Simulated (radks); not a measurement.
Eu2+, 61 electrons, occupied as [Xe] 4f6.5 6s0.5 (fractional occupations, a model configuration). All-electron calculation, Dirac Kohn-Sham, PBE, spin-unpolarised, spherical densities, point nucleus; open shells fill j = l - 1/2 first. Program: a radial shooting solver on a logarithmic mesh with Libxc functionals.

Unscreened Slater integrals over Kohn-Sham orbitals (cm^-1). Large and small components are both included.

integral          value
F0(6s1/2,6s1/2)   56970
F0(6s1/2,4f7/2)   73692
G3(6s1/2,4f7/2)  3356.1
F0(6s1/2,4f5/2)   73768
G3(6s1/2,4f5/2)  3279.4
F0(6s1/2,5p3/2)   69772
G1(6s1/2,5p3/2)  6397.4
F0(4f7/2,4f7/2)  222730
F2(4f7/2,4f7/2)  103130
F4(4f7/2,4f7/2)   64178
F6(4f7/2,4f7/2)   46024
F0(4f7/2,4f5/2)  224260
F2(4f7/2,4f5/2)  103920
F4(4f7/2,4f5/2)   64684
G2(4f7/2,4f5/2)  103710
G4(4f7/2,4f5/2)   64562
G6(4f7/2,4f5/2)   46305
F0(4f7/2,5p3/2)  144880
F2(4f7/2,5p3/2)   51099
G2(4f7/2,5p3/2)   28350
G4(4f7/2,5p3/2)   21500
F0(4f5/2,4f5/2)  225800
F2(4f5/2,4f5/2)  104730
F4(4f5/2,4f5/2)   65207
F0(4f5/2,5p3/2)  145300
F2(4f5/2,5p3/2)   50780
G2(4f5/2,5p3/2)   27776
G4(4f5/2,5p3/2)   21134
F0(5p3/2,5p3/2)  121940
F2(5p3/2,5p3/2)   65727
